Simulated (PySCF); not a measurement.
Correlation energy of He (helium, neutral)

1s2, closed-shell 1S. All numbers are calculated (PySCF 2.14, the spin-free X2C one-electron Hamiltonian (Gaussian nucleus), in aug-cc-pVDZ-DK). Frozen: nothing; 2 electrons correlated.

Total MP2 correlation energy: -26.97 mhartree.

Same-spin part 0.00 and opposite-spin part -26.97 mhartree; SCS-MP2 scales them by 1/3 and 6/5 to -32.36 mhartree.

With two correlated electrons CCSD is exact within the correlated space (frozen core and kept virtual orbitals).

| level | correlation energy (mhartree) |
| --- | --- |
| CCSD | -33.85 |

Diagnostics: T1 = 0.0029, D1 = 0.0041, largest double amplitude 0.051.

Cost of the coupled-cluster step: 0.05 s of wall time on 1 thread of Neoverse-N1 (shared host), for 2 correlated electrons.
